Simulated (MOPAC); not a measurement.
MOPAC input (PM6):

```
PM6 1SCF CHARGE=-1 GEO-OK AUX(PRECISION=9) THREADS=1
H3Pb

Pb    0.02234000 1    0.02121000 1    0.02109400 1
H     0.64612200 1   -1.25899200 1   -1.22459100 1
H    -1.22547300 1    0.71061000 1   -1.22286800 1
H    -1.25255400 1   -1.19085500 1    0.71772500 1
```

From the output:

```
                                                       MOPAC v23.2.5 Linux

          FINAL HEAT OF FORMATION =         23.77565 KCAL/MOL =      99.47732 KJ/MOL

          COSMO AREA              =         79.30 SQUARE ANGSTROMS
          COSMO VOLUME            =         62.87 CUBIC ANGSTROMS

          IONIZATION POTENTIAL    =          3.119246 EV
          HOMO LUMO ENERGIES (EV) =         -3.119  6.721
          NO. OF FILLED LEVELS    =          4
          MOLECULAR WEIGHT        =        210.2237         POINT GROUP:  C3v

          MOLECULAR DIMENSIONS (Angstroms)

            Atom       Atom       Distance
            H     4    H     2     2.71702
            H     3    H     4     2.35301
           Pb     1    H     2     1.05784

          SCF CALCULATIONS        =          1

   ATOM   CHEMICAL          X               Y               Z
  NUMBER   SYMBOL      (ANGSTROMS)     (ANGSTROMS)     (ANGSTROMS)

     1      Pb          0.02234000  *   0.02121000  *   0.02109400  *
     2       H          0.64612200  *  -1.25899200  *  -1.22459100  *
     3       H         -1.22547300  *   0.71061000  *  -1.22286800  *
     4       H         -1.25255400  *  -1.19085500  *   0.71772500  *

                             CARTESIAN COORDINATES

   1   Pb        0.022340000     0.021210000     0.021094000
   2    H        0.646122000    -1.258992000    -1.224591000
   3    H       -1.225473000     0.710610000    -1.222868000
   4    H       -1.252554000    -1.190855000     0.717725000

           Empirical Formula: H3 Pb  =     4 atoms

      MOLECULAR POINT GROUP   :   C3v

                  EIGENVALUES
 -13.61646  -5.06768  -5.06768  -3.11925   6.72109   6.72109   7.63197

              NET ATOMIC CHARGES AND DIPOLE CONTRIBUTIONS

  ATOM NO.   TYPE          CHARGE      No. of ELECS.   s-Pop       p-Pop
    1         Pb          -0.714575        4.7146     1.78689     2.92768
    2          H          -0.095142        1.0951     1.09514
    3          H          -0.095142        1.0951     1.09514
    4          H          -0.095142        1.0951     1.09514
 DIPOLE           X         Y         Z       TOTAL
 POINT-CHG.     0.824     0.782     0.778     1.377
 HYBRID        -1.919    -1.822    -1.812     3.208
 SUM           -1.095    -1.040    -1.034     1.830

          ATOMIC ORBITAL ELECTRON POPULATIONS

     Atom    s        px        py        pz
    1 Pb   1.78689   0.98446   0.97222   0.97100
    2  H   1.09514
    3  H   1.09514
    4  H   1.09514

 **********************
 *                    *
 * JOB ENDED NORMALLY *
 *                    *
 **********************

 == MOPAC DONE ==
```

The dipole moment of an ion depends on the origin.

The geometry given is a B3LYP-D3(BJ)/def2-TZVP minimum.
